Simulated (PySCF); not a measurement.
Mg(F)(SiMe3), SMILES C[Si](C)(C)[Mg][F] (C3H9FMgSi) (GFN2-xTB optimised geometry):

```
15

Mg    -1.149    -1.845    -1.969
F     -1.751    -2.667    -3.341
Si    -0.305    -0.671     0.000
C      1.610    -0.671     0.000
C     -0.923    -1.534     1.592
C     -0.922     1.141     0.000
H      2.009    -0.154     0.870
H      2.002    -1.686     0.011
H      2.002    -0.176    -0.886
H     -0.582    -2.566     1.637
H     -2.010    -1.545     1.635
H     -0.563    -1.030     2.486
H     -2.009     1.184     0.011
H     -0.580     1.672    -0.886
H     -0.563     1.686     0.870
```

Level of theory: PySCF with PBE0/def2-TZVP.

Q: What are the frontier orbital energies and the dipole moment?

A: HOMO-2 -8.55 eV, HOMO-1 -8.55 eV, HOMO -6.65 eV, LUMO -0.68 eV, LUMO+1 -0.54 eV; dipole moment 2.64 D.

On the same geometry PBE/def2-TZVP in PySCF gives HOMO-2 -7.29 eV, HOMO-1 -7.29 eV, HOMO -5.65 eV, LUMO -1.35 eV, LUMO+1 -1.21 eV; dipole moment 2.73 D.

Meta-Löwdin charges at PBE0/def2-TZVP: Mg1 1.27, F2 -0.86, Si3 0.25, C4 -0.59, C5 -0.59, C6 -0.59, H7 0.12, H8 0.12, H9 0.12, H10 0.12, H11 0.12, H12 0.12, H13 0.12, H14 0.12, H15 0.12.
